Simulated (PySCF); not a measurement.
This script is equivalent to a calculation on Cd⁺ (cadmium, charge +1).

```python
from pyscf import gto, scf, dft, mp, cc
import basis_set_exchange as bse
mol = gto.M(atom="Cd 0 0 0", charge=1, spin=1, symmetry="D2h",
            basis=gto.basis.parse(bse.get_basis("ANO-RCC-VTZP", elements=["Cd"], fmt="nwchem")),
            nucmod="G")
mf = dft.UKS(mol, xc="PBEsol").sfx2c1e()
mf.irrep_nelec = {'Ag': (9, 8), 'B1g': (2, 2), 'B2g': (2, 2), 'B3g': (2, 2), 'B1u': (3, 3), 'B2u': (3, 3), 'B3u': (3, 3)}
mf.kernel()
```

Q: What total energy does it give?

A: -5590.37 hartree (calculated).

Q: Which occupied shell lies highest, and where?

A: 5s α, at -13.586 eV.

Q: What is ⟨S²⟩, and what would a pure spin state give?

A: 0.751, against 0.75.
